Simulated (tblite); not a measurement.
Compound: C4H6F2O2Si.
Geometry (GFN2-xTB, Å), atoms numbered from 1 in this order:
```
atom  x, y, z in Å
F1     3.155    0.533    0.358
C2     2.381   -0.444   -0.225
O3     1.243    0.096   -0.768
C4     0.281    0.509    0.177
C5    -0.825    1.200   -0.561
C6    -1.990    0.573   -0.472
F7    -3.106    1.022   -1.067
Si8   -1.796   -0.974    0.603
O9    -0.221   -0.595    0.874
H10    2.966   -0.874   -1.043
H11    2.169   -1.181    0.563
H12    0.755    1.179    0.913
H13   -0.602    2.096   -1.113
H14   -2.492   -0.907    1.879
H15   -1.922   -2.222   -0.140
```

All values are computed: GFN2-xTB (tblite) harmonic vibrations without scaling, gas phase. Errors from tens to a few hundred cm⁻¹ against measured bands are possible. Modes of hydrogen on silicon can be 10 to 20 % off. One conformer, not necessarily the lowest.

Harmonic wavenumbers (cm⁻¹): 54.8, 63.8, 122.2, 133.5, 251.7, 302.9, 334.6, 398.1, 420.9, 504.5, 522.5, 551.0, 579.1, 636.5, 660.1, 743.7, 773.6, 815.8, 825.4, 947.3, 962.7, 986.1, 1074.0, 1096.4, 1114.7, 1179.1, 1224.7, 1228.7, 1279.8, 1305.6, 1315.2, 1416.3, 1665.5, 2312.7, 2334.0, 2848.8, 2900.3, 2963.1, 3129.3.

A = 3088, B = 766.1, C = 656.5 MHz; mass 152.011 u (most abundant isotopes); point group C1, symmetry number 1.

Problem. Zero-point energy?

Solution. Half the sum of the wavenumbers: 20990 cm⁻¹ = 60.01 kcal/mol.

Problem. Give the ideal-gas entropy at 500 K and 1 bar in the rigid-rotor, harmonic-oscillator model (classical rotation).

Solution. Translation 43.56, rotation 31.26, vibration 44.30: S = 119.1 cal/(mol K).

Problem. And Cp and H(500 K) − H(0)?

Solution. Cp = 51.54 cal/(mol K), of which vibrations give 43.60 (their classical limit is 39 R = 77.5); H(500 K) − H(0) = 15.45 kcal/mol without the zero-point energy, 11.48 from vibrations.

Problem. How do the functions run with temperature in this model?

Solution. 
| T (K) | S (cal/(mol K)) | Cp (cal/(mol K)) | H − H(0) (kcal/mol) | G − H(0) (kcal/mol) | ln q(vib) |
| --- | --- | --- | --- | --- | --- |
| 50 | 59.3 | 12.6 | 0.49 | -2.47 | 0.46 |
| 100 | 69.4 | 17.0 | 1.23 | -5.71 | 1.52 |
| 298.15 | 96.5 | 36.2 | 6.49 | -22.28 | 6.03 |
| 373.15 | 105.3 | 42.7 | 9.45 | -29.86 | 7.78 |
| 750 | 142.4 | 62.9 | 29.89 | -76.89 | 16.32 |
| 1000 | 161.5 | 69.6 | 46.51 | -114.95 | 21.42 |

q(vib) and H(0) count from the zero-point level.

Problem. Blend soft modes into free rotors: weight 1/[1 + (100 cm⁻¹/ν̃)⁴] for the oscillator and the rest for a rotor with moment μB/(μ + B), μ = h/(8π²ν), B = 10⁻⁴⁴ kg m². What vibrational entropy results?

Solution. 40.95 cal/(mol K) in place of 44.30, which changes −T·S at 500 K by +1.68 kcal/mol.

Hindered rotation and anharmonicity are outside this model. Other conformers, if any are populated, would add a mixing term that is left out. The structure is chiral; the term R ln 2 for an equal mix with its mirror image is left out.
